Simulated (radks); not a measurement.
Numerical settings for neutral silicon, [Ne] 3s2 3p2. All-electron calculation, Dirac Kohn-Sham, LDA (Slater exchange, Perdew-Wang correlation), spin-unpolarised, spherical densities, finite nucleus; open shells fill j = l - 1/2 first; Fermi nuclear charge, rms radius 3.1224 fm. Program: a radial shooting solver on a logarithmic mesh with Libxc functionals. The defaults (mesh step 0.008 in ln r, mesh end at 40 bohr or more with all orbitals vanishing there, Anderson mixing 0.5 over 9 steps, residual threshold near 1e-9 with the energy settled to 1e-9 hartree or 1e-11 of itself, here a cap of 71 iterations) give E = -288.8234 hartree and 3p1/2 at -4.172 eV in 13 iterations. Run on one thread of a shared host, so times are rough (Arm Neoverse V2): 0.05 s of CPU time, 0.05 s wall, 13 iterations on 2309 mesh points. Changes against that run (0 stands for a change within the tolerance of the run):

setting,iterations,converged,E (mhartree),e(3p1/2) (meV),CPU (s)
mesh step in ln r 0.03,13,yes,0,0,0.02
mesh step in ln r 0.2,71,no,-1.35e+06,-,0.09
mesh step in ln r 0.005,13,yes,0,0,0.08
mesh end (bohr) 8,14,yes,+3.01,+184,0.05
mesh end (bohr) 5,12,yes,+96.3,+2.62e+03,0.05
residual threshold 1e-05,9,yes,0,+0.0764,0.05
residual threshold 0.001,9,yes,0,+0.0764,0.05
mixing 1.5,12,yes,0,0,0.05
"linear mixing, mixing 0.5",30,yes,0,0,0.09
"linear mixing, mixing 0.05",71,no,+0.0208,-77.1,0.21
mixing history 2,16,yes,0,0,0.06
iteration cap 5,5,no,+0.00326,+9.54,0.03

Settings that end as converged yet miss the energy by more than 1 mhartree: mesh end (bohr) 8 (+0.00301 hartree); mesh end (bohr) 5 (+0.0963 hartree). A mesh that ends early acts as a hard wall.
